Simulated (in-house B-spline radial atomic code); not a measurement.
Ionisation energies along the 50-electron series, configuration 1s2 2s2 2p6 3s2 3p6 3d10 4s2 4p6 4d10 4f5/2(4), as differences of self-consistent energies. Dirac energy differences include first-order Breit, QED and recoil terms. NIST's values go from ground level to ground level; the uncertainty of those that are theory runs from under 0.1 % in few-electron ions to several per cent in heavy many-electron ones. Computed with an all-electron radial atomic-structure program (B-spline basis): Dirac-Hartree-Fock, jj configuration that fills j = l - 1/2 first, finite nuclei.

A number in brackets counts the electrons of a j subshell.

```json
{"ion": "Tb15+", "configuration after": "[Kr] 4d10 4f5/2(3)", "ionisation energy (eV)": "317.0", "IE/(q+1)² (eV)": "1.2384", "-ε less Coulomb ΔSCF (eV)": "2.1453", "Breit and QED recoil part (eV)": "0.05882", "tabulated value (eV)": "325", "computed minus tabulated (eV)": "-8.0"}
{"ion": "Dy16+", "configuration after": "[Kr] 4d10 4f5/2(3)", "ionisation energy (eV)": "355.8", "IE/(q+1)² (eV)": "1.2311", "-ε less Coulomb ΔSCF (eV)": "2.1861", "Breit and QED recoil part (eV)": "0.056223", "tabulated value (eV)": "366", "computed minus tabulated (eV)": "-10.2"}
{"ion": "Ho17+", "configuration after": "[Kr] 4d10 4f5/2(3)", "ionisation energy (eV)": "396.4", "IE/(q+1)² (eV)": "1.2235", "-ε less Coulomb ΔSCF (eV)": "2.2237", "Breit and QED recoil part (eV)": "0.052278", "tabulated value (eV)": "408", "computed minus tabulated (eV)": "-11.6"}
{"ion": "Er18+", "configuration after": "[Kr] 4d10 4f5/2(3)", "ionisation energy (eV)": "438.9", "IE/(q+1)² (eV)": "1.2157", "-ε less Coulomb ΔSCF (eV)": "2.2586", "Breit and QED recoil part (eV)": "0.046955", "tabulated value (eV)": "450", "computed minus tabulated (eV)": "-11.1"}
{"ion": "Tm19+", "configuration after": "[Kr] 4d10 4f5/2(3)", "ionisation energy (eV)": "483.2", "IE/(q+1)² (eV)": "1.2079", "-ε less Coulomb ΔSCF (eV)": "2.291", "Breit and QED recoil part (eV)": "0.040225", "tabulated value (eV)": "496", "computed minus tabulated (eV)": "-12.8"}
{"ion": "Yb20+", "configuration after": "[Kr] 4d10 4f5/2(3)", "ionisation energy (eV)": "529.2", "IE/(q+1)² (eV)": "1.2001", "-ε less Coulomb ΔSCF (eV)": "2.3212", "Breit and QED recoil part (eV)": "0.032051", "tabulated value (eV)": "540", "computed minus tabulated (eV)": "-10.8"}
{"ion": "Lu21+", "configuration after": "[Kr] 4d10 4f5/2(3)", "ionisation energy (eV)": "577.1", "IE/(q+1)² (eV)": "1.1924", "-ε less Coulomb ΔSCF (eV)": "2.3493", "Breit and QED recoil part (eV)": "0.022403", "tabulated value (eV)": "600", "computed minus tabulated (eV)": "-22.9"}
{"ion": "Hf22+", "configuration after": "[Kr] 4d10 4f5/2(3)", "ionisation energy (eV)": "626.8", "IE/(q+1)² (eV)": "1.1849", "-ε less Coulomb ΔSCF (eV)": "2.3756", "Breit and QED recoil part (eV)": "0.011243", "tabulated value (eV)": "650", "computed minus tabulated (eV)": "-23.2"}
{"ion": "Ta23+", "configuration after": "[Kr] 4d10 4f5/2(3)", "ionisation energy (eV)": "678.3", "IE/(q+1)² (eV)": "1.1776", "-ε less Coulomb ΔSCF (eV)": "2.4002", "Breit and QED recoil part (eV)": "-0.00147", "tabulated value (eV)": "700", "computed minus tabulated (eV)": "-21.7"}
{"ion": "W24+", "configuration after": "[Kr] 4d10 4f5/2(3)", "ionisation energy (eV)": "731.6", "IE/(q+1)² (eV)": "1.1705", "-ε less Coulomb ΔSCF (eV)": "2.4233", "Breit and QED recoil part (eV)": "-0.015777", "tabulated value (eV)": "734.1", "computed minus tabulated (eV)": "-2.5"}
{"ion": "Re25+", "configuration after": "[Kr] 4d10 4f5/2(3)", "ionisation energy (eV)": "786.6", "IE/(q+1)² (eV)": "1.1636", "-ε less Coulomb ΔSCF (eV)": "2.445", "Breit and QED recoil part (eV)": "-0.031719", "tabulated value (eV)": "810", "computed minus tabulated (eV)": "-23.4"}
```
